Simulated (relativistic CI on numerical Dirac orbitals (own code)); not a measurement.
L2,3 absorption of manganese in several valence states

Computed multiplet spectra 2p⁶3dⁿ → 2p⁵3dⁿ⁺¹ (Dirac-Coulomb-Breit ions, Slater integrals scaled by 0.8, an assumed crystal field that grows with the charge, no charge transfer; 300 K; Lorentzian 0.4 eV and Gaussian 0.3 eV FWHM at both edges, so that L2 comes out sharper than in experiment). Peaks over 5 % are given in eV from the highest peak in the L3 region of each spectrum (height, largest 100). S of the lowest state is read from ⟨S²⟩, and the branching ratio is the share of L3, cut at the minimum between the edges.

Field parameters in Wybourne normalisation: Oh B⁴₀ = 21Dq, B⁴₄ = √(5/14) B⁴₀. The field is a parameter set, without covalency.

- Mn²⁺ (d5, Oh, 10Dq = 11950 cm⁻¹): S = 2.50, high spin, branching ratio 0.76; peaks -1.6 (33), 0.0 (100), 1.4 (29), 3.3 (10), 4.2 (6), 9.4 (15), 11.1 (21), 12.3 (17)
- Mn³⁺ (d4, Oh, 10Dq = 15450 cm⁻¹): S = 2.00, high spin, branching ratio 0.65; peaks -2.0 (55), -1.2 (43), 0.0 (100), 1.3 (63), 6.6 (23), 7.8 (35), 8.3 (33), 10.4 (31), 11.4 (37), 12.5 (16)
- Mn⁴⁺ (d3, Oh, 10Dq = 18900 cm⁻¹): S = 1.50, branching ratio 0.59; peaks -1.7 (60), 0.0 (99), 1.2 (85), 3.5 (18), 5.0 (12), 9.0 (100), 10.3 (42), 11.6 (64)
- Mn⁵⁺ (d2, Oh, 10Dq = 22400 cm⁻¹): S = 1.00, branching ratio 0.58; peaks -6.1 (6), -5.5 (7), -3.2 (20), -2.4 (29), -1.6 (24), 0.0 (100), 2.0 (35), 3.4 (18), 4.4 (29), 5.1 (22), 7.0 (26), 8.7 (64), 10.3 (53), 11.4 (60)

The centroid of the whole edge, which also moves with the branching ratio, lies at 645.3 (Mn²⁺), 648.6 (Mn³⁺), 653.0 (Mn⁴⁺), 657.6 (Mn⁵⁺) eV in this ionic model, in steps of 3.3 to 4.6 eV. Compounds show about 1 to 2 eV a unit and lower energies for the high valences, since ligands screen the charge. The multiplet shape follows the d count and the spin state, and so serves as a fingerprint of valence.
